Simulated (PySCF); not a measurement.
**Ionisation energy of Lu²⁺ by level of theory**

Lu²⁺ [Xe] 4f14 6s1 (2S) → Lu³⁺ [Xe] 4f14 (1S), as a difference of total energies. Calculation: PySCF 2.14, in cc-pwCVTZ-X2C; the spin-free X2C one-electron Hamiltonian (Gaussian nucleus). Correlated levels: valence: [Kr] 4d10 frozen; valence and next inner shell: [Ar] 3d10 frozen. The calculations carry no spin-orbit coupling.

```json
{"method": "UHF", "ionisation energy (eV)": "19.946", "error (eV)": "-1.013"}
{"method": "LDA", "ionisation energy (eV)": "21.495", "error (eV)": "+0.536"}
{"method": "PBE", "ionisation energy (eV)": "21.257", "error (eV)": "+0.298"}
{"method": "PBE0", "ionisation energy (eV)": "20.988", "error (eV)": "+0.029"}
{"method": "r2SCAN", "ionisation energy (eV)": "20.842", "error (eV)": "-0.117"}
{"method": "MP2 (valence)", "ionisation energy (eV)": "21.038", "error (eV)": "+0.079"}
{"method": "SCS-MP2 (valence)", "ionisation energy (eV)": "20.834", "error (eV)": "-0.125"}
{"method": "MP2 (valence and next inner shell)", "ionisation energy (eV)": "21.077", "error (eV)": "+0.118"}
{"method": "SCS-MP2 (valence and next inner shell)", "ionisation energy (eV)": "20.863", "error (eV)": "-0.096"}
```

Reference: 20.959 eV (measured; NIST Atomic Spectra Database, ionization energies).
